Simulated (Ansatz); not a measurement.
Si6W⁺, relaxed as a doublet with UKS PBE-D4/def2-SVP in Ansatz, starting from the GFN2-xTB geometry. Force threshold 0.02 eV/Å.

In the def2 sets W takes a core potential; there is no spin–orbit coupling. The structure comes from a short search, and lower isomers may exist.

Start:

Cartesian coordinates in Å:
```
W -0.1455 -0.5407 -0.5714
Si 0.9939 2.5698 1.4641
Si -1.0050 -1.4476 1.6516
Si -1.9506 -0.6451 -2.1802
Si 0.9269 1.6451 -0.7127
Si -0.0979 0.6245 1.9454
Si 1.2782 -2.2059 -1.5969
```

```
         step  energy (eV)  largest force component (eV/Å)  SCF passes
            1  -49043.0599                           1.401          70
            2  -49043.6380                           0.738          55
            3  -49043.8945                           0.620          51
            4  -49044.0368                           0.306          61
            5  -49044.1433                           0.340          72
            6  -49044.3161                           0.608          49
            7  -49044.4596                           0.445          43
            8  -49044.5421                           0.302          44
            9  -49044.5914                           0.343          44
           10  -49044.6309                           0.341          46
           11  -49044.6944                           0.264          44
           14  -49045.0825                           0.593          44
           17  -49045.4047                           0.472          38
           20  -49045.9394                           0.633          35
           23  -49046.3985                           0.407          33
           26  -49046.4329                           0.232          32
           29  -49046.4408                           0.028          29
           32  -49046.4541                           0.412          35
35 (rejected)  -49046.4607                           0.614          32
           38  -49046.4711                           0.011          29
           41  -49046.4712                           0.048          34
           44  -49046.4722                           0.025          31
           45  -49046.4723                           0.011          28
```

Force components are those of the run's own axes.

End:

| atom | x (Å) | y (Å) | z (Å) |
| --- | --- | --- | --- |
| W1 | 0.984 | -1.458 | 0.443 |
| Si2 | -0.221 | 2.464 | 0.229 |
| Si3 | -1.389 | -1.578 | 0.742 |
| Si4 | -1.156 | 0.413 | -0.624 |
| Si5 | 1.370 | 0.777 | -0.558 |
| Si6 | 0.149 | 0.491 | 1.614 |
| Si7 | 0.263 | -1.110 | -1.846 |

Bonds formed: Si2–Si4, Si3–Si4, Si4–Si5, Si4–Si6, Si4–Si7, Si5–Si6, Si5–Si7 (atoms count from 1).

The force fell under the threshold at step 38, but the optimiser went on. No frequencies were taken in this run, so the end may be a saddle point.

Hardware: 4 threads of Arm Neoverse V2 on a shared host. Wall time 2.8 min.
